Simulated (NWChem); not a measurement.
System: GeH₄TeS; SMILES S[Te][GeH3]

```xyz
7

Te    -0.6616     0.6693     0.0053
S      1.5663     1.6398     0.0500
H      1.7349     1.7029    -1.2908
Ge     0.2045    -1.7527     0.0063
H      1.0539    -1.9920     1.2639
H     -1.0326    -2.6716     0.0077
H      1.0443    -1.9952    -1.2590
```
Atoms are numbered in this order, from 1.

Program: NWChem. Geometry: optimised at PBE0/def2-SVP. def2 effective core potentials on Te; no spin-orbit coupling.

### Question
Order these by “orbital gap (eV)”, lowest first: PBE/def2-SVP; PBE0/def2-SVP; TPSSh/def2-SVP; Hartree-Fock/def2-SVP.

### Answer
PBE/def2-SVP (2.77), TPSSh/def2-SVP (3.69), PBE0/def2-SVP (4.65), Hartree-Fock/def2-SVP (10.37)
